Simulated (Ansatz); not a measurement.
The cluster B5N6⁻ (the lowest singlet isomer of a short search). Total charge -1; singlet. Geometry B3LYP-D4/def2-SVPD, basis def2-TZVPD, Ansatz.

```xyz
11

B     0.088    1.397   -1.581
B     1.420    1.610    0.231
B     1.072   -0.086    1.776
B    -1.498   -1.283   -0.754
B    -0.528   -1.682    1.246
N     0.401   -1.189    2.087
N    -1.413   -2.087    0.366
N    -0.824    0.663   -2.099
N     1.073    2.115   -0.930
N    -1.498   -0.475   -1.748
N     1.707    1.019    1.406
```

```csv
run,HOMO (eV),LUMO (eV)
A,-1.20,2.64
B,-0.17,2.14
C,-0.02,2.15
D,-2.14,2.93
E,-3.57,3.73
F,-0.24,2.55
```

The structure comes from a short search, and lower isomers may exist.

Question: The runs used BHLYP, BLYP, HF, PBE, PBE0, r2SCAN. Estimate which is which.

Answer: A PBE0 (25 % exact exchange); B PBE (0 % exact exchange); C BLYP (0 % exact exchange); D BHLYP (50 % exact exchange); E HF (100 % exact exchange); F r2SCAN (0 % exact exchange). Exact exchange lowers occupied and raises empty levels; among semilocal functionals meta-GGAs tend to open the gap a little, and such runs are hard to tell apart. The gap grows from 2.18 eV (BLYP) to 7.30 eV (HF).
